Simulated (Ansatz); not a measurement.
Au2O, relaxed as a singlet with RKS r2SCAN-D4/def2-TZVP in Ansatz, starting from the GFN1-xTB geometry. Force threshold 0.02 eV/Å.

In the def2 sets Au takes a core potential; there is no spin–orbit coupling. The restricted singlet is unstable towards broken spin symmetry in Hartree–Fock (as tested in another run); at r2SCAN-D4/def2-TZVP this wasn't settled. Another isomer (singlet) lies 1.10 eV lower at PBE0-D4/def2-TZVP; other spin states weren't run for this one.

Start:

Cartesian coordinates in Å:
```
Au -0.093 -0.743 1.808
Au 0.574 0.377 -0.229
O -0.480 0.366 -1.579
```

| step | energy (eV) | largest force component (eV/Å) | SCF passes |
| --- | --- | --- | --- |
| 1 | -9434.1932 | 3.345 | 24 |
| 2 | -9434.3862 | 0.936 | 31 |
| 3 | -9434.4119 | 0.101 | 31 |
| 4 | -9434.4129 | 0.048 | 23 |
| 5 | -9434.4129 | 0.003 | 25 |

Force components are those of the run's own axes.

End:

Cartesian coordinates in Å:
```
Au -0.079 -0.773 1.905
Au 0.570 0.372 -0.220
O -0.492 0.401 -1.685
```

By distances, no bond broke or formed. The bond that changes most is Au2–O3, from 1.71 to 1.81 Å (atoms count from 1).

No frequencies were taken in this run, so the end may be a saddle point.

Hardware: 2 threads of Arm Neoverse V1 on a shared host. Wall time 13 s.
